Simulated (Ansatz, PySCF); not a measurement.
Torsion H3–S1–Ge2–H4 in GeH2S (SMILES [SH][GeH]); at each angle all else is relaxed with GFN2-xTB, and the levels are single points there.
Geometry at 180° (charge 0, multiplicity 1):
```xyz
4

S     -1.01183     0.59330     0.43807
Ge     0.99897     0.48625    -0.47561
H     -1.52736    -0.44197    -0.22310
H      1.45816     1.76315     0.41223
```

On the grid 0° to 330°, 270° is the highest and 180° the lowest point at CCSD(T)/CBS(def2-TZVPP, def2-QZVPP).

Cores are frozen in the correlated methods. Filled d and f shells under p-block atoms count as core. CBS: X⁻³ extrapolation of the correlation energy, Hartree–Fock from the larger set.

Programs: Ansatz (an electronic-structure program) with Gaussian orbitals; PySCF for the dispersion terms. Each number belongs to the level named beside it.

The comparison value is 16.26 kcal/mol (CCSD(T)/CBS(def2-TZVPP, def2-QZVPP)). It is a level with limits of its own, not the exact answer.

**Question.** Order these levels by how close they come to the comparison value for the energy at 270° less that at 180°, closest first: r2SCAN-D4/def2-TZVPP, BLYP/def2-TZVPP, PBE-D3(BJ)/def2-TZVPP, PBE0-D3(BJ)/def2-TZVPP, CCSD(T)/def2-TZVPP. Give each level's value less the comparison value.

**Answer.** CCSD(T)/def2-TZVPP (0.27 kcal/mol), PBE0-D3(BJ)/def2-TZVPP (1.23 kcal/mol), BLYP/def2-TZVPP (1.63 kcal/mol), PBE-D3(BJ)/def2-TZVPP (1.96 kcal/mol), r2SCAN-D4/def2-TZVPP (2.55 kcal/mol)
